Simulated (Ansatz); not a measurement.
**Cost against result**

Saddle point of Si2NH9S, closed shell (Si₂NH₇ ([NH2][SiH2][SiH3]) + H₂S → SiNH₅S ([NH2][SiH2][SH]) + SiH₄; bonds formed: Si1–S7, Si2–H6; bonds broken: Si1–Si2, H6–S7), PBE0-D4/def2-TZVP structure:

Si1  (-0.218, 0.944, -0.375)
Si2  (0.130, -1.435, 0.646)
H3  (0.978, 1.432, -1.089)
H4  (-1.396, 1.602, 0.222)
N5  (-0.969, 0.059, -1.656)
H6  (0.425, 0.247, 1.068)
S7  (0.875, 1.902, 1.721)
H8  (0.765, -1.833, 1.933)
H9  (-1.281, -1.888, 0.632)
H10  (0.910, -2.006, -0.480)
H11  (-1.914, -0.289, -1.607)
H12  (-0.452, -0.349, -2.419)
H13  (2.148, 1.613, 1.404)
(Å)

Barriers are electronic and count from the start structure reached by relaxing down the imaginary mode.

Program: Ansatz 0.2.0. Basis: as named in each row. Cores are frozen in the correlated methods. B3LYP uses VWN-RPA correlation. Extrapolation: Hartree–Fock as exp(−7.88 √X), correlation as X^−2.97.

Times are rough, for one single point on 8 threads of a shared host (Intel Xeon Platinum 8259CL).

The estimate by CCSD(T) at an estimated basis limit (MP2 extrapolated from triple and quadruple zeta, plus CCSD(T) − MP2 in triple zeta) is 1.858 eV.

| method | basis | time (s) | barrier (eV) | method less estimate |
| --- | --- | --- | --- | --- |
| HF | STO-3G | under 1 | 5.333 | 3.476 |
| SPW92 | def2-SVP | under 1 | 1.223 | -0.635 |
| PBE-D4 | STO-3G | under 1 | 2.925 | 1.068 |
| B3LYP-D4 | 6-31G | under 1 | 2.076 | 0.219 |
| PBE-D4 | def2-SVP | under 1 | 1.497 | -0.361 |
| PBE0-D4 | def2-SVP | under 1 | 1.737 | -0.120 |
| SPW92 | def2-TZVPP | 1 | 1.141 | -0.717 |
| PBE-D4 | def2-TZVPP | 2 | 1.409 | -0.449 |
| BLYP-D4 | def2-TZVPP | 2 | 1.612 | -0.245 |
| CCSD(T) | def2-SVP | 3 | 2.249 | 0.391 |
| BHLYP-D4 | def2-TZVPP | 3 | 2.043 | 0.186 |
| r2SCAN-D4 | def2-TZVPP | 3 | 1.548 | -0.310 |
| PBE0-D4 | def2-TZVPP | 3 | 1.629 | -0.228 |
| B3LYP-D4 | def2-TZVPP | 3 | 1.785 | -0.073 |
| wB97M-V | def2-SVP | 3 | 1.946 | 0.089 |
| CAM-B3LYP-D4 | def2-TZVPP | 3 | 1.948 | 0.091 |
| r2SCAN0-D4 | def2-TZVPP | 3 | 1.704 | -0.153 |
| RPA on PBE | def2-TZVPP | 4 | 1.946 | 0.089 |
| B2PLYP | def2-TZVPP | 4 | 1.882 | 0.024 |
| PBE-QIDH | def2-TZVPP | 5 | 1.794 | -0.063 |
| B97M-V | def2-TZVPP | 6 | 1.762 | -0.095 |
| wB97X-V | def2-TZVPP | 6 | 1.961 | 0.104 |
| wB97M-V | def2-TZVPP | 6 | 1.843 | -0.015 |
| MP2 | def2-QZVPP | 17 | 1.755 | -0.102 |
| CCSD(T) | def2-TZVPP | 66 | 1.936 | 0.078 |

All methods are single points on the PBE0-D4 structures.

No T1 diagnostic of these runs exceeds 0.014.

Labels in which every atom is bracketed show which atoms are joined, not bond orders.
